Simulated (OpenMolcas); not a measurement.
A run on Pd4+ among 6 point charges of -1.7 e arranged as a trigonal prism (D3h), 1.65 Å from the ion, with a polar angle of 49.6° against the regular 49.1°.

| Quantity | Value |
| --- | --- |
| Program | OpenMolcas |
| Method | SS-CASPT2, IPEA 0.25 Eh, imaginary shift 0.1 Eh (closed shells correlated: 4s 4p) |
| Basis | ANO-RCC-VDZP [6s5p3d1f] |
| Scalar Hamiltonian | DKH2, point nucleus |
| Active space | 6 electrons in 5 orbitals (4d) |
| State averaging | 2S+1 = 5 even, 5 roots; 2S+1 = 3 even, 45 roots; 2S+1 = 1 even, 50 roots |
| Spin-orbit coupling | RASSI with atomic mean-field integrals over the reference wave functions |

First CASPT2 step and the start of its output:

```
&CASPT2
Multistate=5 1 2 3 4 5
NoMult
Frozen=14
IPEA=0.25
Imaginary=0.1
MaxIter=60
WThr=0.0 0.3 0.05
PrWF=0.5
NoMix
```

```
--- CASPT2 ---
Orbital specifications:
      -----------------------

      Symmetry species                           1
                                                 a
      Frozen orbitals                           14
      Inactive orbitals                          4
      Active orbitals                            5
      Secondary orbitals                        20
      Deleted orbitals                           0
      Number of basis functions                 43
Type of calculation                        SS-CASPT2
      Fock operator                              state-specific
      IPEA shift                                 0.25
      Real shift                                 0.00
      Imaginary shift                            0.10
      The input orbitals will be transformed to quasi-canonical
Reference energy:       -5051.3170748091
      E2 (Non-variational):      -0.2555386231
      Shift correction:          -0.0003387180
      E2 (Variational):          -0.2558773411
      Total energy:           -5051.5729521502
      Residual norm:              0.0000004472
      Reference weight:           0.94871
      Contributions to the CASPT2 correlation energy
      Active & Virtual Only:         -0.0766606408
      One Inactive Excited:          -0.1190498633
      Two Inactive Excited:          -0.0598281189
Reference energy:       -5051.3170747961
      E2 (Non-variational):      -0.2558781330
      Shift correction:          -0.0003617241
      E2 (Variational):          -0.2562398571
      Total energy:           -5051.5733146532
      Residual norm:              0.0000004634
      Reference weight:           0.94851
      Contributions to the CASPT2 correlation energy
      Active & Virtual Only:         -0.0767559360
...
```

Over all roots the printed reference weights run from 0.01 to 0.95, and roots that are degenerate in the reference spread by up to 940000 cm-1.

Did the run give usable levels, and if not, why?

No. The equations converged, but the reference weight falls to 0.01 for at least one root against 0.95 for the best. A drop of that size marks an intruder state, so the energies of such roots and the levels built on them can't be trusted.
